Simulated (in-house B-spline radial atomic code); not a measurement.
Sc⁺: [Ar] 4s2 (an excited or competing configuration)

All numbers are computed (non-relativistic r2SCAN0, spin-polarised, spherical fractional occupations; point nucleus) with a B-spline radial code for spherical atoms, not measured.

Z_r = [3n² - l(l+1)]/(2<r>); Z_e = n√(-2ε); the last column is Slater's effective charge. Values are occupation-weighted means over spin.

| shell | electrons | ε (eV) | <r> (bohr) | Z_r | Z_e | Slater |
| --- | --- | --- | --- | --- | --- | --- |
| 1s | 2 | -4433.9 | 0.0736 | 20.38 | 18.05 | 20.70 |
| 2s | 2 | -501.23 | 0.3445 | 17.41 | 12.14 | 16.85 |
| 2p | 6 | -414.89 | 0.3079 | 16.24 | 11.04 | 16.85 |
| 3s | 2 | -72.605 | 1.066 | 12.66 | 6.93 | 9.75 |
| 3p | 6 | -49.201 | 1.144 | 10.92 | 5.70 | 9.75 |
| 4s | 2 | -11.99 | 3.213 | 7.47 | 3.75 | 3.85 |

The least bound orbital is 4s at -11.99 eV, and it is also the most diffuse (<r> = 3.213 bohr).
